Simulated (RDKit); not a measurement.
RDKit input (UFF):

```python
from rdkit import Chem
from rdkit.Chem import AllChem, rdDetermineBonds

mol = Chem.MolFromXYZFile('mol.xyz')
rdDetermineBonds.DetermineBonds(mol, charge=1)
print('SMILES', Chem.MolToSmiles(Chem.RemoveHs(mol)))
ff = AllChem.UFFGetMoleculeForceField(mol)
e0 = ff.CalcEnergy()
flag = ff.Minimize(maxIts=5000, forceTol=1e-5)
print(f'energy {e0:.4f} -> {ff.CalcEnergy():.4f} kcal/mol, converged: {flag == 0}')
print(Chem.MolToXYZBlock(mol))
```
mol.xyz:
```
12

C     -1.94061100     0.06618500     0.16280700
C     -0.62160900    -0.19048400    -0.42344600
O     -0.10581600    -0.62061200    -1.34929400
O      0.52589600     0.45781400     0.69306700
C      1.95413300     0.15304200     0.49379800
H     -2.69327200    -0.24422300    -0.56097700
H     -2.04311400     1.12903400     0.38740800
H     -2.05625200    -0.50909700     1.08408700
H      2.11213900     0.15037000    -0.57922400
H      2.51390400     0.95774300     0.96147200
H      2.18182000    -0.81658700     0.92807900
H      0.27265600     0.46268900     1.63001800
```

Output:

```
SMILES C[OH+]C(C)=O
energy 113.5037 -> 3.5994 kcal/mol, converged: True
12

C     -1.914888    0.053162    0.156811
C     -0.470333   -0.193269   -0.135134
O     -0.149564   -0.922672   -1.113159
O      0.514117    0.360512    0.694047
C      1.902967    0.145565    0.455256
H     -2.547292   -0.273814   -0.695861
H     -2.081154    1.136731    0.330581
H     -2.209185   -0.512036    1.065314
H      2.181142    0.539346   -0.545403
H      2.506668    0.672326    1.224726
H      2.132921   -0.939966    0.505282
H      0.234475    0.929989    1.485337
```

The dipole moment of an ion depends on the origin.

The geometry given is a B3LYP-D3(BJ)/def2-TZVP minimum.
